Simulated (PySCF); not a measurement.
B(H)(OMe)(PH2) (CH6BOP), SMILES B(P)OC.

The structure is a stationary point at B3LYP-D3(BJ)/def2-SVP. Other conformers were not sampled.

Level of theory: B3LYP-D3(BJ)/def2-SVP (PySCF).

Frequencies are harmonic and unscaled.

Computed normal modes with their intensities:
| mode | ν (cm⁻¹) | IR (km/mol) | Raman (Å⁴/amu) | depolarisation | moving atoms (share of kinetic energy) |
|---|---|---|---|---|---|
| 1 | 100 | 0.2 | 0.2 | 0.60 | H 97 % |
| 2 | 159 | 5.8 | 0.5 | 0.53 | H 47 %, P 24 %, C 23 % |
| 3 | 225 | 1.7 | 1.4 | 0.56 | H 64 %, C 21 %, P 9 % |
| 4 | 317 | 7.7 | 2.1 | 0.68 | H 35 %, O 35 %, B 26 % |
| 5 | 421 | 2.5 | 0.9 | 0.61 | O 47 %, H 23 %, P 14 %, B 12 % |
| 6 | 537 | 17.7 | 5.1 | 0.70 | H 73 %, P 17 % |
| 7 | 616 | 4.3 | 15.5 | 0.30 | H 61 %, B 25 %, P 9 % |
| 8 | 799 | 36.4 | 15.3 | 0.58 | H 61 %, B 28 % |
| 9 | 850 | 11.2 | 3.8 | 0.61 | H 65 %, B 31 % |
| 10 | 956 | 16.0 | 7.6 | 0.48 | C 38 %, H 35 %, O 14 %, B 13 % |
| 11 | 1104 | 46.9 | 32.1 | 0.74 | H 95 % |
| 12 | 1147 | 85.8 | 2.6 | 0.72 | H 59 %, O 19 %, B 13 %, C 9 % |
| 13 | 1171 | 2.1 | 1.7 | 0.74 | H 76 %, C 19 % |
| 14 | 1188 | 3.3 | 2.4 | 0.75 | H 73 %, C 19 % |
| 15 | 1378 | 312.7 | 2.1 | 0.03 | B 36 %, O 31 %, H 21 %, C 12 % |
| 16 | 1465 | 9.0 | 10.7 | 0.73 | H 96 % |
| 17 | 1477 | 11.1 | 18.8 | 0.74 | H 97 % |
| 18 | 1496 | 55.4 | 5.3 | 0.75 | H 71 %, O 13 %, B 11 % |
| 19 | 2388 | 43.5 | 135.7 | 0.18 | H 97 % |
| 20 | 2417 | 45.4 | 146.5 | 0.49 | H 97 % |
| 21 | 2597 | 153.5 | 133.8 | 0.26 | H 91 %, B 9 % |
| 22 | 3016 | 29.6 | 120.8 | 0.01 | H 97 % |
| 23 | 3097 | 22.3 | 41.4 | 0.70 | H 90 %, C 10 % |
| 24 | 3134 | 22.3 | 102.0 | 0.57 | H 90 %, C 10 % |
